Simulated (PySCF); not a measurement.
**Working out the ionisation energy of Kr²⁺**

Kr²⁺ [Ar] 3d10 4s2 4p4 (3P) → Kr³⁺ [Ar] 3d10 4s2 4p3 (4S). Calculation: PySCF 2.14, in jorge-DZP-DKH; the spin-free X2C one-electron Hamiltonian (Gaussian nucleus). Frozen: [Ar] 3d10. Energies in hartree (1 hartree = 27.21139 eV):

```
            part  Kr²⁺ (lower)  Kr³⁺ (upper)
             UHF  -2786.669185  -2785.414276
CCSD correlation     -0.041575     -0.035709
             (T)     -0.000280     -0.000156
```

Task: What does Hartree-Fock give?

Result: (-2785.414276) − (-2786.669185) = 1.254909 hartree = 34.148 eV.

Task: What do CCSD and CCSD(T) give?

Result: The CCSD correlation energies differ by 0.005866 hartree = 0.160 eV and the triples by 0.000124 hartree = 0.003 eV, so CCSD gives 34.308 eV and CCSD(T) 34.311 eV.

Reference: 35.838 ± 0.02 eV (measured; NIST Atomic Spectra Database, ionization energies), between the lowest levels; spin-orbit coupling is absent from the calculation.

A double-zeta basis recovers only part of the correlation energy.

What remains against the reference includes basis incompleteness, the frozen core and higher excitations.
